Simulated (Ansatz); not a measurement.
Ansatz (an electronic-structure program) input:

Ansatz 0.2 input:
```yaml
crystal:
  periodic: [false, false, false]
  atoms:
    - {symbol: C, position_ang: [-0.56687313, 0.45164240, -0.01738260]}
    - {symbol: F, position_ang: [0.52970873, -0.26358262, 0.01653168]}
    - {symbol: H, position_ang: [-1.36613982, -0.33761083, -0.04448949]}
basis:
  gaussian:
    orbitals: aug-cc-pVDZ
magnetization: {spin_polarized: false}
correlation: {method: ccsd_t, electrons: outside_noble_gas}
output: {forces: true}
```

### Question
Which total energy does the run end on?

### Answer
-138.12486 Eh (CCSD(T)/aug-cc-pVDZ). The basis has 55 functions.
